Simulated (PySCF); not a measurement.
A run for PySCF: R-B3LYP/LANL2DZ on C2H8OS (a complex), monomers drawn apart or pushed together.

```python
from pyscf import gto, scf, dft, mp
from pyscf.data.elements import chemcore

mol = gto.M(
    atom='''
    C    -0.28957576   -0.54513013    0.09042057
    O    -0.19981900    0.76840916    0.63523847
    H    -1.26774162   -0.73014181   -0.36514962
    H    -0.15096621   -1.23493985    0.92131817
    H     0.49238356   -0.73348848   -0.65194804
    H    -0.27796781    1.41031733   -0.07700710
    C    -1.24007072    0.05797586    3.69370937
    S     0.54178649   -0.30133520    3.55744094
    H    -1.75700059   -0.19408432    2.77072114
    H    -1.62397364   -0.56287325    4.50143926
    H    -1.41105129    1.10415034    3.93835711
    H     0.75441031    0.45438998    2.46674009
    ''',
    basis='lanl2dz',
    ecp={'S': 'lanl2dz'},
    charge=0, spin=0, verbose=3, max_memory=1800)
mf = dft.RKS(mol, xc='b3lyp')
mf.conv_tol = 1e-8
mf.max_cycle = 100
mf.kernel()
if not mf.converged:
    mf = mf.newton().run(mf.mo_coeff, mf.mo_occ)
```

Program output:

```
converged SCF energy = -166.308693107462
```

The calculation finished and met its thresholds.

Cost: very roughly 6 core-seconds.
